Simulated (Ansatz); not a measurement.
A nudged elastic band was laid between two geometries of Cl3H4NOTi (10 atoms, charge 0, multiplicity 1).

Method: RKS LDA/def2-SVP in Ansatz.

* movable images: 7
* climbing image: yes
* spring: 5.0 eV/Å²
* optimiser: quadratic models (default)
* start path: through a guess of the saddle point
* force threshold: 0.05 eV/Å
* iteration limit: 60
* end points: relaxed

First end point:

```xyz
10
Properties=species:S:1:pos:R:3
Ti -0.095 -0.199 0.168
Cl -0.473 -0.092 2.365
Cl 1.979 0.208 -0.543
Cl -1.208 1.494 -0.594
N -1.013 -1.488 -0.745
H -1.798 -1.330 -1.387
H -0.752 -2.476 -0.629
O 0.945 -2.049 0.862
H 0.832 -1.879 1.829
H 1.861 -1.758 0.631
```

Last end point:

```xyz
10
Properties=species:S:1:pos:R:3
Ti 0.351 -0.161 -0.374
Cl -0.666 -3.020 1.997
Cl 1.997 -0.220 -1.793
Cl -0.572 1.807 -0.445
N -0.867 -1.431 -0.781
H -1.037 -2.152 -0.039
H -1.439 -1.574 -1.624
O 0.869 -0.618 1.284
H 1.534 -0.278 1.915
H 0.108 -1.923 1.818
```

(1) Which bonds break or form, and what moves?

(2) What energy profile does the band end with?

(3) What is the geometry of the highest image?

Results:

(1) Bonds broken: Ti1–Cl2, O8–H10. Bonds formed: Cl2–H10. Cl3H4NOTi becomes Cl2H3NOTi + ClH.

(2) The forces met the threshold. The highest image is number 6 of 0 to 8, 0.70 eV above the first end and 0.12 eV above the last; the last end lies 0.58 eV above the first. The profile has 2 maxima (images 3, 6) with wells between them (image 5): this band takes more than one step, which may be the mechanism or a detour left from its start path. A vibrational analysis at the climbing image gives one clearly imaginary mode, 89i cm⁻¹: a first-order saddle point. The orbitals stay closed-shell, which can raise the energy where a bond breaks towards radicals; this wasn't checked here.

```
image  path coordinate (Å)  energy (eV)  Ti1–Cl2 (Å)  O8–H10 (Å)  Cl2–H10 (Å)
    0                 0.00         0.00         2.23        0.99         3.35
    1                 1.21         0.18         2.23        0.98         2.80
    2                 2.42         0.26         2.25        0.99         2.23
    3                 3.63         0.30         2.27        0.99         2.14
    4                 4.85         0.20         2.27        0.99         2.22
    5                 6.06         0.17         2.32        1.00         2.11
    6                 7.27         0.70         2.91        1.40         1.41
    7                 8.55         0.61         3.69        1.60         1.35
    8                 9.83         0.58         3.85        1.60         1.35
```

(3) 
```xyz
10
Properties=species:S:1:pos:R:3
Ti 0.270 -0.434 -0.182
Cl -1.231 -1.308 2.158
Cl 1.710 -0.234 -1.783
Cl -0.592 1.543 0.100
N -0.922 -1.630 -0.875
H -1.543 -2.119 -0.213
H -1.118 -1.822 -1.865
O 1.280 -1.080 1.233
H 2.249 -1.108 1.343
H 0.175 -1.376 2.043
```

Time of the run: 4.3 min on 4 threads of Arm Neoverse V2, with other jobs on the host, peak memory 0.23 GiB.
